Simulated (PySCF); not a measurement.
Predicted microwave data (PBE0-D3(BJ)/def2-SVP geometry optimisation, gas phase in PySCF) for one isomer of C3H9B:

| Item | Value |
| --- | --- |
| Rotational constants | A = 8003, B = 7953, C = 4405 MHz |
| Dipole components | \|μa\| = 0.00 D, \|μb\| = 0.67 D, \|μc\| = 0.26 D |
| Inertial defect | -11.96 u·Å² |
| κ | 0.97 |

Question: Which candidate fits, each taken in the one conformer that was computed?
A. trimethylborane, `CB(C)C`
B. `[BH2:1][CH:2]([CH3:3])[CH3:4]` with H–B1–C2–C3 163° and -24°
C. `[BH2:1][CH2:2][CH2:3][CH3:4]` with H–B1–C2–C3 2° and -179°, B1–C2–C3–C4 -179°
D. `[H]B([H])CCC` (BH2(nPr))
E. `[CH3:1][BH:2][CH2:3][CH3:4]` with C1–B2–C3–C4 -2°

Answer: B. It is BC(C)C, a near-oblate asymmetric top, point group Cs. The candidates at the same level (rigid rotor, commonest isotopes):

```csv
SMILES,A (MHz),B (MHz),C (MHz),μa (D),μb (D),μc (D),Δ (u·Å²),point group,rotor
[H]B([H])CCC,23006,3881,3650,0.79,0.22,0.03,-13.74,near Cs,near-prolate asymmetric top
CB(C)C,7315,7245,3900,0.03,0.02,0.02,-9.25,–,–
CBCC,13359,4730,3731,0.19,0.37,0.13,-9.23,–,asymmetric top
BC(C)C,8003,7953,4405,0.00,0.67,0.26,-11.96,Cs,near-oblate asymmetric top
BCCC,25186,3731,3456,0.62,0.32,0.00,-9.27,–,near-prolate asymmetric top
```

`BCCC` has A 215 % too high; `CB(C)C` has C 11 % too low; `[H]B([H])CCC` has A 187 % too high; `CBCC` has A 67 % too high. In the right answer the mirror of this Cs structure is the bc plane, so μa vanishes by symmetry. No structure here is proved a minimum.
